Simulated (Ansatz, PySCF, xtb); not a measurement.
Isomers of C2H8Sn: 1 is [CH3][SnH2][CH3], 2 is [SnH3][CH2]C; one conformer of each (the lowest of an xTB search), B3LYP-D3(BJ)/def2-TZVP minima.
Isomer 1 (charge 0, multiplicity 1):
```xyz
11

C     -1.7412     0.4253    -0.2753
Sn    -0.0420    -0.5734     0.6107
C      1.7816     0.1273    -0.3131
H     -1.7773     0.2143    -1.3433
H     -2.6650     0.0792     0.1856
H     -1.6539     1.5012    -0.1295
H      0.0036    -0.2497     2.2987
H     -0.1881    -2.2718     0.3861
H      1.7615    -0.0899    -1.3803
H      1.8766     1.2032    -0.1722
H      2.6442    -0.3658     0.1325
```
Isomer 2 (charge 0, multiplicity 1, Z-matrix in Å and degrees):
```
C
H 1 1.0912
H 1 1.0912 2 106.99
C 1 1.5281 2 111.07 3 -121.36
H 4 1.0922 1 111.63 2 179.36
H 4 1.0922 5 107.38 1 -122.67
H 4 1.0935 5 107.33 6 -115.12
Sn 1 2.1689 2 107.12 3 114.60
H 8 1.7150 1 111.09 2 -57.22
H 8 1.7160 9 108.94 1 120.91
H 8 1.7161 9 108.95 10 118.17
```

No zero-point or thermal terms.

Rows in STO-3G carry no dispersion term and start afresh at each structure; the Pople sets are all-electron and without relativity.

Codes used: Ansatz (a quantum-chemistry and plane-wave program); PySCF for M06-2X, STO-3G rows; xtb for the GFN methods. Values without a source in brackets are computed. In def2 rows elements past Kr take small-core potentials, without spin–orbit coupling.

Problem. One of these levels gives 11.48 kcal/mol for the electronic energy of isomer 2 less that of isomer 1. Which one is it?
(A) GFN1-xTB
(B) M06-2X/def2-TZVPP
(C) HF/STO-3G
(D) BHLYP/def2-TZVPP

Solution. C, HF/STO-3G. The others give -5.57 (GFN1-xTB), 8.38 (BHLYP/def2-TZVPP), 9.99 (M06-2X/def2-TZVPP)
